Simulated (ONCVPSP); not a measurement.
## technetium (Tc): ONCV pseudisation with PBE, scalar-relativistic reference atom.

Tc, optimised norm-conserving Vanderbilt (ONCV), made with ONCVPSP 4.0.1 (PBE, scalar-relativistic). Core [Ar] 3d10, reference 4s2 4p6 4d5 5s2. Waves: 4s+5s: rc 1.50 bohr, ncon 4, nbas 8, qcut 9.4 1/bohr, 2 projectors; 4p: rc 1.50 bohr, ncon 4, nbas 7, qcut 11.4 1/bohr, 2 projectors, debl 3.7 Ha; 4d: rc 1.80 bohr, ncon 4, nbas 9, qcut 7.5 1/bohr, 2 projectors, debl 0.9 Ha. Local part: polynomial inside 1.30 bohr (lpopt 5, dvloc0 3 Ha). Core correction: Teter function, fcfact 2.75, rcfact 1.65.

All-electron outer shells of the reference configuration (PBE, scalar-relativistic, ld1.x):

```json
{"shell": "3d", "level (eV)": "-249.88", "outermost node (bohr)": "–", "outermost maximum (bohr)": "0.31"}
{"shell": "4s", "level (eV)": "-73.38", "outermost node (bohr)": "0.50", "outermost maximum (bohr)": "0.95"}
{"shell": "4p", "level (eV)": "-45.34", "outermost node (bohr)": "0.51", "outermost maximum (bohr)": "1.03"}
{"shell": "4d", "level (eV)": "-6.66", "outermost node (bohr)": "0.50", "outermost maximum (bohr)": "1.27"}
{"shell": "5s", "level (eV)": "-5.04", "outermost node (bohr)": "1.28", "outermost maximum (bohr)": "2.72"}
```

Problem. Does the generator finish with these settings?

Solution. Yes, a potential is produced and its reference levels are reproduced.

Problem. Estimate the cutoffs (Ha) at which the residual kinetic energy of the hardest occupied pseudo-wave falls to 1 and 0.1 mHa per electron.

Solution. 36 Ha and 45 Ha.

Problem. What does a ghost test show?

Solution. No bound ghost flagged; GHOST(+) flagged for s at 408.0 eV.

Problem. Which valence shell sets the plane-wave cutoff?

Solution. 4p: 36 Ha for 1 mHa per electron, against 28 Ha for 4s.

Problem. Tests: 4s2 4p6 4d5 5s1; 4s2 4p6 4d5 5s0; 4s2 4p6 4d4 5s0; 4s2 4p6 4d6 5s1. Which has the largest error in its energy relative to the reference configuration, and how large is it?

Solution. 4s2 4p6 4d4 5s0, with -5.8 meV (all-electron minus pseudo) on +51.71 eV.
